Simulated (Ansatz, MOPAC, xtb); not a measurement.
Lewis adduct: C2H5Ga (SMILES C=[CH][GaH2]) (first 8 atoms) with H2O (SMILES O); geometry from B3LYP-D3(BJ)/def2-TZVP, rigid monomers moved along the line of their centres of mass till Ga3···O9 is 2.57 Å.
(charge 0, multiplicity 1):
```xyz
11

C     -2.09771     0.72575     0.84035
C     -0.80057     0.96830     0.63759
Ga     0.58591    -0.44821     0.78712
H     -2.46736    -0.27562     1.04769
H     -2.85899     1.50102     0.79122
H     -0.52259     1.99767     0.41583
H      0.04333    -1.93381     0.80698
H      2.08955    -0.13579     0.46329
O      0.66920    -0.24536     3.34890
H     -0.15434     0.24821     3.47530
H      0.55616    -1.09642     3.79013
```

Interaction energies are E(AB) − E(A) − E(B) at the monomers' geometry in the complex; basis-set methods are counterpoise corrected.

The state that PM3, PM6 reach isn't checked.

The values were computed with Ansatz (an electronic-structure program); MOPAC for PM3, PM6 (differences of heats of formation); xtb for the GFN methods. Each number belongs to the level named beside it.

One of these levels gives -6.96 kcal/mol for the interaction energy. Which one is it?
A. PBE/def2-TZVPPD
B. PM6
C. PM3
D. GFN2-xTB

B, PM6. The others give -30.75 (PM3), -20.66 (GFN2-xTB), -10.36 (PBE/def2-TZVPPD)
